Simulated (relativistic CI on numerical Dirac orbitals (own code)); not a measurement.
Calculated at this level of theory: Dirac-Coulomb-Breit CI, orbitals from a KLI potential per configuration, QED by a radiative potential, unscaled Slater integrals (own radial code, finite nucleus).

Configurations in the expansion (outside the closed core [Ne]): 3s2.3p6.3d3, 3s2.3p5.3d4, 3s.3p6.3d4, 3s2.3p6.3d2.4s, 3s2.3p6.3d2.4p, 3s2.3p6.3d2.4d, 3s2.3p6.3d2.4f, 3s2.3p5.3d3.4s, 3s2.3p6.3d.4s.4p, 3s2.3p6.3d2.5s, 3s2.3p5.3d3.4p, 3s2.3p6.3d2.5p, 3s2.3p6.3d2.5d, 3s2.3p6.3d.4p.4d, 3s2.3p6.3d2.5f, 3s.3p6.3d3.4s, 3s2.3p6.3d2.5g, 3s2.3p6.3d2.6s, 3s2.3p6.3d2.6p, 3s.3p6.3d3.4p, 3s2.3p6.3d2.6d, 3p6.3d4.4p, 3p6.3d5, 3p5.3d6, 3s2.3p6.3d.4s2, 3s2.3p6.4s2.4p, 3s2.3p6.4s2.4d, 3s2.3p6.4s2.4f, 3s2.3p6.3d.4p2, 3s2.3p6.4s.4p2, 3s2.3p6.4p3, 3s2.3p6.4p2.4d, 3s2.3p6.4p2.4f, 3s2.3p6.3d.4s.4d, 3s2.3p6.4s.4p.4d, 3s2.3p6.4s.4d2, 3s2.3p6.4s.4d.4f, 3s2.3p6.3d.4d2, 3s2.3p6.4p.4d2, 3s2.3p6.4d3, 3s2.3p6.4d2.4f, 3p6.3d4.4s, 3p5.3d5.4s, 3s.3p6.3d2.4s2, 3s.3p6.3d.4s2.4p, 3s.3p6.3d.4s2.4d, 3s.3p6.3d.4s2.4f. Double excitations out of closed p, d and f shells are left out; levels of such configurations are missing from the list, as are those of other unlisted configurations, and high levels can miss mixing partners. These lack a partner that the ground configuration has and come out too high: 3s2.3p5.3d3.4p.

At this charge energies of transitions that change n are usually good to better than 1 %, and those within a shell (Δn = 0) to a few per cent. Terms inside the open d or f shell come out 10 to 20 % too wide with unscaled integrals.

Outline of the computed level scheme of Br XV. Lowest level of each configuration: 3s2.3p6.3d3 4F_3/2 at 0.0000 eV; 3s2.3p5.3d4 6D°_7/2 at 87.9298 eV.

Some strong electric-dipole decays among the lowest 45 levels: 3s2.3p5.3d4 4P°_3/2 → 3s2.3p6.3d3 4P_1/2 (4.0e+09 s⁻¹); 3s2.3p5.3d4 4G°_9/2 → 3s2.3p6.3d3 4F_7/2 (3.9e+09 s⁻¹); 3s2.3p5.3d4 4H°_7/2 → 3s2.3p6.3d3 4F_5/2 (2.6e+09 s⁻¹); 3s2.3p5.3d4 4H°_11/2 → 3s2.3p6.3d3 4F_9/2 (1.4e+09 s⁻¹).

LS names give the leading component of a level, which can be under half, so a name can repeat, a term be missing and a line seem to break the LS rules.
